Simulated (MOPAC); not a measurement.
MOPAC input (PM3):

```
PM3 PRECISE GNORM=0.05 LET XYZ GEO-OK AUX(PRECISION=9) THREADS=1
C4H8O

C    -2.29442300 1   -0.25118900 1   -0.06811700 1
C    -0.88478300 1    0.32187400 1   -0.17788400 1
C     0.18262400 1   -0.67248600 1    0.25615400 1
C     1.59628300 1   -0.16680500 1    0.17106300 1
O     1.91635800 1    0.93122600 1   -0.20432100 1
H    -2.41174300 1   -1.13901100 1   -0.69443700 1
H    -3.04163400 1    0.47833700 1   -0.38406600 1
H    -2.52644200 1   -0.53997000 1    0.96000800 1
H    -0.79692300 1    1.22553700 1    0.42908500 1
H    -0.68363700 1    0.63387400 1   -1.20498400 1
H     0.02375900 1   -1.00434300 1    1.29108200 1
H     0.13676500 1   -1.59454400 1   -0.33894900 1
H     2.37078000 1   -0.89805100 1    0.48952700 1
```

From the output:

```
                                                       MOPAC v23.2.5 Linux

          FINAL HEAT OF FORMATION =        -54.12822 KCAL/MOL =    -226.47248 KJ/MOL

          COSMO AREA              =        120.12 SQUARE ANGSTROMS
          COSMO VOLUME            =        105.95 CUBIC ANGSTROMS

          GRADIENT NORM           =          0.02542          =       0.00705 PER ATOM
          IONIZATION POTENTIAL    =         10.602095 EV
          HOMO LUMO ENERGIES (EV) =        -10.602  0.853
          NO. OF FILLED LEVELS    =         15
          MOLECULAR WEIGHT        =         72.1066         POINT GROUP:  Cs

          MOLECULAR DIMENSIONS (Angstroms)

            Atom       Atom       Distance
            H    13    H     7     5.63723
            O     5    H     8     3.06873
            H     6    H     9     2.34656

          SCF CALCULATIONS        =         38

   ATOM   CHEMICAL          X               Y               Z
  NUMBER   SYMBOL      (ANGSTROMS)     (ANGSTROMS)     (ANGSTROMS)

     1       C         -2.27193714  *  -0.25794885  *  -0.06417059  *
     2       C         -0.88244193  *   0.32759877  *  -0.17994784  *
     3       C          0.17368265  *  -0.67161184  *   0.25541196  *
     4       C          1.59164367  *  -0.17184543  *   0.17268485  *
     5       O          1.91612805  *   0.93027444  *  -0.20416419  *
     6       H         -2.39001686  *  -1.15199304  *  -0.69098031  *
     7       H         -3.03412652  *   0.46601335  *  -0.37934261  *
     8       H         -2.50510013  *  -0.55079171  *   0.96831465  *
     9       H         -0.80539607  *   1.24813899  *   0.43178278  *
    10       H         -0.69057650  *   0.64853808  *  -1.22289699  *
    11       H         -0.01275765  *  -0.99308144  *   1.30056173  *
    12       H          0.10226728  *  -1.59370154  *  -0.35701829  *
    13       H          2.36872467  *  -0.88954700  *   0.48668427  *

                             CARTESIAN COORDINATES

   1    C       -2.271937137    -0.257948854    -0.064170585
   2    C       -0.882441931     0.327598772    -0.179947835
   3    C        0.173682645    -0.671611838     0.255411960
   4    C        1.591643674    -0.171845427     0.172684855
   5    O        1.916128048     0.930274440    -0.204164189
   6    H       -2.390016861    -1.151993043    -0.690980312
   7    H       -3.034126522     0.466013346    -0.379342605
   8    H       -2.505100128    -0.550791711     0.968314646
   9    H       -0.805396074     1.248138991     0.431782776
  10    H       -0.690576496     0.648538080    -1.222896994
  11    H       -0.012757650    -0.993081436     1.300561732
  12    H        0.102267278    -1.593701544    -0.357018290
  13    H        2.368724671    -0.889546996     0.486684268

           Empirical Formula: C4 H8 O  =    13 atoms

      MOLECULAR POINT GROUP   :   Cs

                  EIGENVALUES
 -39.23114 -35.46181 -28.51241 -22.60835 -20.05053 -17.09114 -16.63457 -16.31050
 -14.45302 -14.22784 -13.60475 -12.92244 -12.50241 -11.69322 -10.60209   0.85272
   2.48619   3.53192   3.55707   3.61960   3.86145   4.09173   4.12534   4.34978
   4.75063   4.82393   4.86813   6.83539

              NET ATOMIC CHARGES AND DIPOLE CONTRIBUTIONS

  ATOM NO.   TYPE          CHARGE      No. of ELECS.   s-Pop       p-Pop
    1          C          -0.110210        4.1102     1.13858     2.97163
    2          C          -0.089100        4.0891     1.15356     2.93554
    3          C          -0.179292        4.1793     1.17511     3.00419
    4          C           0.277485        3.7225     1.20215     2.52037
    5          O          -0.313904        6.3139     1.86057     4.45334
    6          H           0.036632        0.9634     0.96337
    7          H           0.041532        0.9585     0.95847
    8          H           0.036631        0.9634     0.96337
    9          H           0.059889        0.9401     0.94011
   10          H           0.059889        0.9401     0.94011
   11          H           0.071223        0.9288     0.92878
   12          H           0.071219        0.9288     0.92878
   13          H           0.038007        0.9620     0.96199
 DIPOLE           X         Y         Z       TOTAL
 POINT-CHG.    -0.771    -1.765     0.586     2.013
 HYBRID        -0.148    -0.402     0.135     0.449
 SUM           -0.918    -2.167     0.722     2.462

          ATOMIC ORBITAL ELECTRON POPULATIONS

     Atom    s        px        py        pz
    1  C   1.13858   0.96155   1.00238   1.00769
    2  C   1.15356   0.93597   0.97562   1.02395
    3  C   1.17511   0.97497   1.00432   1.02489
    4  C   1.20215   0.90387   0.87657   0.73992
    5  O   1.86057   1.85043   1.28243   1.32048
    6  H   0.96337
    7  H   0.95847
    8  H   0.96337
    9  H   0.94011
   10  H   0.94011
   11  H   0.92878
   12  H   0.92878
   13  H   0.96199

 **********************
 *                    *
 * JOB ENDED NORMALLY *
 *                    *
 **********************

 == MOPAC DONE ==
```

The geometry given is a B3LYP-D3(BJ)/def2-TZVP minimum.
